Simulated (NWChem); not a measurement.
Isomers of C3H6OS, each optimised at PBE0/def2-SVP with NWChem, gas phase unless a solvent is named. Flexible species stand in one conformer each, which need not be the lowest.  Relative energies count from the lowest isomer at each level and are electronic, without zero-point energy, on those geometries.

A: CCSC=O
B: CSCC=O
C: [C@H]1(OCS1)C
D: C[C@@H](S)C=O

```tsv
quantity	A	B	C	D
relative energy, PBE/def2-TZVP (kcal/mol)	0.0	…	28.2	11.4
relative energy, TPSSh/def2-TZVP (kcal/mol)	0.0	…	25.5	11.0
relative energy, Hartree-Fock/def2-TZVP (kcal/mol)	0.0	…	25.0	6.3
```

### Question
What belongs in the gaps?

### Answer

- relative energy, PBE/def2-TZVP (kcal/mol), B: 10.9
- relative energy, TPSSh/def2-TZVP (kcal/mol), B: 9.8
- relative energy, Hartree-Fock/def2-TZVP (kcal/mol), B: 5.8
